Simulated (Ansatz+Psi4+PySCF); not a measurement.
The numbers below are computed, except where a source is named.
Input for Psi4 1.11:

```
molecule {
0 4
Co 0.000000 0.000000 0.000000
O 0.000000 0.000000 1.629000
}

set basis cc-pVTZ
set reference rohf
set scf_type pk
energy('scf')
```

The input is written out from the run's settings.

Output:

* Converged: yes
* Total energy: -1456.18132 hartree
* Spin squared of the determinant: 3.750
* Occupied orbitals by symmetry in an Abelian subgroup (alpha; beta): 10 A1 1 A2 4 B1 4 B2; 9 A1 1 A2 3 B1 3 B2

Caution: another spin multiplicity may lie lower; an unrestricted determinant lies well below.
